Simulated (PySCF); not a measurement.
# Electron correlation in Tl- (thallium, charge -1)

Starting occupation: [Xe] 4f14 5d10 6s2 6p2, 6p1/2 with m_j = -1/2, +1/2. Calculation: PySCF 2.14, in x2c-TZVPall-2c with one added diffuse shell each of s, p, d, f type (12s12p10d4f, 126 functions); X2C-1e with screened-nucleus spin-orbit coupling, Gaussian nucleus. Frozen: [Kr] 4d10 4f14; 22 electrons correlated; the 26 highest virtual spinors left out.

MP2 pair energies summed by pair of shells (mhartree):

```tsv
pair	energy	share (%)
5d3/2-5d5/2	-115.32	21.8
5d5/2-5d5/2	-82.59	15.6
5d5/2-6s1/2	-47.95	9.1
5d5/2-5p3/2	-33.94	6.4
5d3/2-5d3/2	-33.92	6.4
5d3/2-6s1/2	-30.47	5.8
5d3/2-5p3/2	-23.82	4.5
6p1/2-6s1/2	-17.29	3.3
5d5/2-6p1/2	-15.52	2.9
5d5/2-5p1/2	-15.09	2.9
6s1/2-6s1/2	-14.28	2.7
5p3/2-5p3/2	-11.48	2.2
6p1/2-6p1/2	-11.34	2.1
5p1/2-5p3/2	-10.41	2.0
5d3/2-6p1/2	-10.37	2.0
5d3/2-5p1/2	-10.04	1.9
5d5/2-5s1/2	-9.16	1.7
5p3/2-5s1/2	-7.88	1.5
5p3/2-6s1/2	-6.64	1.3
5d3/2-5s1/2	-6.23	1.2
5p1/2-5s1/2	-3.74	0.7
5p1/2-5p1/2	-2.73	0.5
5p1/2-6s1/2	-2.31	0.4
5s1/2-5s1/2	-2.17	0.4
5p3/2-6p1/2	-1.91	0.4
5s1/2-6s1/2	-0.77	0.1
5p1/2-6p1/2	-0.55	0.1
5s1/2-6p1/2	-0.19	0.0
```

Total MP2 correlation energy: -528.12 mhartree.

This basis was not built for core-valence correlation, so the inner-shell part is incomplete.
